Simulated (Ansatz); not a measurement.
Consider the ligand exchange at a Ge–I bond: `[GeH3][I]` + `C=C[SiH2]S` → `C=C[SiH2][S][GeH3]` + HI.

Calculated with Ansatz (gas phase, PBE0-D4/def2-TZVP geometries, no zero-point term in ΔE). CBS: MP2 limit from def2 TZ/QZ plus the TZ coupled-cluster correction, frozen cores. DFT in def2-TZVPP. B3LYP here is the variant with VWN-RPA as its local correlation; programs differ in this. HSE06 is defined as in plane-wave codes. Elements past krypton have def2 core potentials. For Ge, I outer-core shells are correlated without core-valence functions, which leaves a few kJ/mol of doubt a bond. Scalar relativity is left out up to krypton. One conformer a species, not always the lowest.

`[GeH3][I]`:

Z-matrix (Å, degrees):
```
Ge
I 1 2.514
H 1 1.532 2 107.5
H 1 1.532 2 107.5 3 -120.0
H 1 1.532 2 107.5 3 120.0
```

`C=C[SiH2]S`:

Cartesian coordinates in Å:
```
C -0.686 -1.591 0.274
C 0.333 -0.744 0.392
Si 0.497 0.754 -0.688
S 0.521 2.566 0.452
H -1.465 -1.445 -0.471
H -0.791 -2.466 0.909
H 1.084 -0.930 1.158
H -0.625 0.734 -1.664
H 1.797 0.789 -1.405
H -0.664 2.334 1.042
```

`C=C[SiH2][S][GeH3]`:

Cartesian coordinates in Å:
```
C 0.482 -1.372 -1.333
C 0.957 -0.130 -1.358
Si 0.011 1.358 -0.768
S -1.761 0.819 0.288
Ge -0.810 -0.161 2.050
H -0.513 -1.590 -0.957
H 1.061 -2.219 -1.691
H 1.962 0.032 -1.747
H -0.443 2.190 -1.912
H 0.898 2.183 0.096
H -0.733 -1.679 1.830
H 0.598 0.419 2.245
H -1.707 0.150 3.256
```

HI:

```xyz
2

I    -0.342    0.253    0.684
H     0.342   -0.253   -0.684
```

```
             level  ΔE (kJ/mol)  difference from CCSD(T)/CBS
       LDA (SPW92)         26.1                         -4.0
            PBE-D4         28.9                         -1.2
         revPBE-D4         24.7                         -5.4
           BLYP-D4         28.1                         -2.0
         r2SCAN-D4         31.5                          1.4
           PBE0-D4         30.7                          0.6
          B3LYP-D4         30.6                          0.5
        r2SCANh-D4         32.1                          2.0
        r2SCAN0-D4         33.1                          3.0
          HSE06-D4         31.3                          1.2
          BHLYP-D4         33.4                          3.3
           ωB97X-V         31.6                          1.5
           ωB97M-V         30.6                          0.5
            B2PLYP         36.9                          6.8
          PBE-QIDH         33.1                          3.0
               PBE         36.5                          6.4
            revPBE         41.4                         11.3
              BLYP         43.4                         13.3
            r2SCAN         33.7                          3.6
              PBE0         37.6                          7.5
             B3LYP         42.8                         12.7
           r2SCANh         34.6                          4.5
             HSE06         37.9                          7.8
             BHLYP         43.3                         13.2
         CAM-B3LYP         38.8                          8.7
           LC-ωPBE         34.1                          4.0
RPA@PBE/def2-TZVPP         24.5                         -5.6
       HF/def2-SVP         46.9                         16.8
      MP2/def2-SVP         29.7                         -0.4
     CCSD/def2-SVP         31.3                          1.2
  CCSD(T)/def2-SVP         28.5                         -1.6
     HF/def2-TZVPP         49.9                         19.8
SCS-MP2/def2-TZVPP         30.4                          0.3
   CCSD/def2-TZVPP         29.7                         -0.4
     HF/def2-QZVPP         51.1                         21.0
    MP2/def2-QZVPP         30.5                          0.4
SCS-MP2/def2-QZVPP         32.9                          2.8
      HF/CBS(def2)         51.3                         21.2
     MP2/CBS(def2)         31.7                          1.6
    CCSD/CBS(def2)         33.5                          3.4
       CCSD(T)/CBS         30.1                            0
```

Largest T1 diagnostic among the species: 0.012.

The D4 term adds −12.2 kJ/mol with B3LYP and −6.9 kJ/mol with PBE0; it sums over pairs of atoms, weighted by their polarisabilities, and B3LYP, whose exchange is more repulsive, gets the larger term. Leaving LDA and LC-ωPBE aside and taking each functional with its dispersion term where it has one, the values spread over 12.1 kJ/mol, from revPBE-D4 to B2PLYP. LDA lies −10.5 kJ/mol from PBE without D4. In def2-TZVPP, CCSD(T) changes the Hartree–Fock value by −23.6 kJ/mol (the triples alone add −3.4 kJ/mol) and MP2 by −22.1 kJ/mol.
